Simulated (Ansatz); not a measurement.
Gas-phase reaction in SMILES: CO[SiH3] [methoxysilane] → [CH2]O[SiH3] + H atom (the C-H bond at the site shown breaks; other sites are not compared here)
Structures are relaxed separately at B3LYP-D3(BJ)/def2-TZVP in Ansatz (a program for electronic structure), one conformer each, not searched for the lowest.

Property: bond dissociation energy (electronic energy difference), in kcal/mol. Valence correlation only, unless marked. Open shells are spin-unrestricted. Spin-orbit coupling is left out. No relativistic terms. CBS(X,Y): correlation extrapolated as X^-3; Hartree-Fock from the larger set (for Q and 5 zeta extrapolated as (X+1)exp(-9√X)).

```
level           program  bond dissociation energy (kcal/mol)
--------------  -------  -----------------------------------
HF/6-31G*        Ansatz                                 81.3
HF/cc-pV(Q+d)Z   Ansatz                                 80.2
```

Task: Estimate the value at CCSD(T)/CBS(cc-pV(Q+d)Z,cc-pV(5+d)Z) as computed with Ansatz.

Result: 104.4 kcal/mol, so HF/cc-pV(Q+d)Z differs from it by -24.2 kcal/mol.
